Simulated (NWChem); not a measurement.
System: C$_{2}$H$_{6}$Se; SMILES C(C)[SeH]

The following NWChem deck was run.

```
start job
memory heap 200 mb stack 900 mb global 1100 mb
geometry units angstroms noautoz
  Se    -0.038861    -0.807947     0.056643
  H     -0.833459    -0.722428    -1.180095
  C      0.649122     1.023514    -0.055820
  C     -0.408340     2.101459     0.064062
  H      1.224464     1.113264    -0.988469
  H      1.372081     1.078124     0.772648
  H     -0.972184     2.006402     1.003755
  H     -1.130775     2.050229    -0.765124
  H      0.056077     3.101480     0.040335
end
basis spherical
  * library def2-svp
end
dft
  xc xpbe96 cpbe96
  iterations 150
  vectors input atomic output neutral.movecs
end
task dft energy
charge 1
dft
  odft
  mult 2
  vectors input atomic output cation.movecs
end
task dft energy
```

The geometry was optimised at PBE0/def2-SVP.

Ions are spin-unrestricted doublets at the neutral geometry; other ion states weren't tried.

Problem. Give the results of this calculation. (PBE/def2-SVP, vertical spin-unrestricted ions.) Quantities: vertical ionisation energy, ΔSCF (eV); −ε(HOMO) (eV).

Solution. 
* **vertical ionisation energy, ΔSCF (eV)**: 8.69
* **−ε(HOMO) (eV)**: 5.10
